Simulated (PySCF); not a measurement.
**Spinor energies of Mn²⁺ (manganese, charge +2)**

Start: [Ar] 3d4 4p1; 3d5/2 filled at m_j = -1/2, +1/2, +3/2, +5/2; 4p3/2 filled at m_j = +3/2. Calculated with PySCF 2.14 in x2c-TZVPall-2c (6s7p4d1f, 54 functions): generalised Hartree-Fock with the X2C-1e Hamiltonian and a Gaussian nucleus; one run each with spin-orbit coupling (SO) switched off, then screened by Boettger's factors. This is a chosen level, not necessarily the ground level.

```csv
spinor shell,electrons,"ε, spin-free (eV)","ε, screened SO (eV)",weight of nominal j (screened SO),"rms radius, screened SO (bohr)"
1s1/2,2,-6625.6,-6625.6,1.000,0.0703
2s1/2,2,-831.35,-831.36,1.000,0.302
2p1/2,2,-704.91,-712.09,0.983,0.271
2p3/2,4,-704.91,-701.44,0.992,0.274
3s1/2,2,-132.08,-132.10,1.000,0.906
3p3/2,4,-93.893,-94.259,0.832,0.968
3p1/2,2,-93.893,-93.248,0.664,0.964
3d5/2,4,-43.116,-43.122,0.690,1.16
4p3/2,1,-19.479,-19.442,1.000,3.17
```

```csv
quantity,spin-free,screened SO
E (hartree),-1156.11960,-1156.13181
M_J,11/2,11/2
⟨J²⟩,35.754,35.754
⟨L²⟩,12.003,12.009
⟨S²⟩,8.751,8.748
```

Each row is a mean over spinors that exchange with the open shell spreads, by up to 14.703 eV (3p3/2).

Rows whose weight is well below 1 are mixtures of j = l ± 1/2: exchange outweighs spin-orbit coupling there, and the label is only the starting occupation.

Without spin-orbit coupling the j labels of p, d and f shells carry no meaning; the spin-free column gives the mean over the occupied spinors of each nl shell.
